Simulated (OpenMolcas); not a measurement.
Au2+ among 6 point charges of -1.7 e arranged as an octahedron (Oh).

```yaml
Program: OpenMolcas 26.06
Method: CASSCF
Basis: ANO-RCC-VDZP [7s6p4d2f]
Scalar_Hamiltonian: DKH2, point nucleus
Active_space: 9 electrons in 5 orbitals (5d)
State_averaging: 2S+1 = 2 even, 5 roots
Spin-orbit_coupling: state interaction with AMFI integrals over the reference wave functions
```

All point charges move together. At R = 2.02 Å |10Dq| is 9438 cm-1, and at R = 2.2 Å it is 6453 cm-1.

Task: A third run gives 4255 cm-1. What distance was it run at?

Result: With a power law R^-n the two known points give n = -ln(6453 / 9438) / ln(2.2 / 2.02) = 4.45. Then R = 2.02 × (9438 / 4255)^(1/4.45) = 2.416 Å. The run was at 2.41 Å, so the estimate is off by +0.006 Å.

An orbital doublet at a regular site is open to a Jahn-Teller distortion, which this geometry leaves out. The ground term spreads over less than 5000 cm-1, several times less than with real ligands, so orbital moments are less quenched and χT lies further from the spin-only value than at real sites (holds for R = 2.41). This is an electrostatic model: the charges have no orbitals. No measured value stands beside these numbers.
